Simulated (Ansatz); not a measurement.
The same path of BrH + H6Si2 (10 atoms, charge 0, multiplicity 1) was run twice with different band settings. Lost on the way: Si1–H2, Br9–H10. Made: Si1–Br9, H2–H10.

Theory: Ansatz, RKS PBE/def2-SVP.

Relaxed end points:

```xyz
10
Properties=species:S:1:pos:R:3
Si 0.129 0.094 -0.260
H -0.060 -0.207 1.211
Si 2.422 -0.019 -0.787
H 2.941 -1.405 -0.508
H 2.626 0.294 -2.246
H 3.199 0.971 0.039
H -0.417 1.470 -0.524
H -0.670 -0.912 -1.044
Br -3.304 -0.119 2.298
H -1.904 -0.167 1.956
```

```xyz
10
Properties=species:S:1:pos:R:3
Si -0.468 -0.110 -1.035
H 0.170 1.199 3.248
Si 1.839 -0.264 -0.592
H 2.242 -1.714 -0.554
H 2.618 0.439 -1.676
H 2.142 0.378 0.734
H -0.947 1.315 -1.045
H -0.832 -0.749 -2.345
Br -1.578 -1.204 0.598
H -0.223 0.710 2.803
```

Common settings: movable images 9; climbing image yes; optimiser quadratic models (default); start path through a guess of the saddle point; force threshold 0.05 eV/Å; iteration limit 60; end points relaxed.

| run | spring |
| --- | --- |
| 1 | 5.0 eV/Å² |
| 2 | 0.1 eV/Å² |

Task: What does each run give, and how far can it be trusted?

Result: Run 1: converged after 21 iterations, highest image 1.458 eV above the first end. A vibrational analysis at the climbing image gives one clearly imaginary mode, 898i cm⁻¹: a first-order saddle point.
Run 2: converged after 21 iterations, highest image 1.458 eV above the first end. Another band between the same ends (9 images) ends at a top of the same energy, where a vibrational analysis finds 1 clearly imaginary mode.
The orbitals stay closed-shell, which can raise the energy where a bond breaks towards radicals; this wasn't checked here.
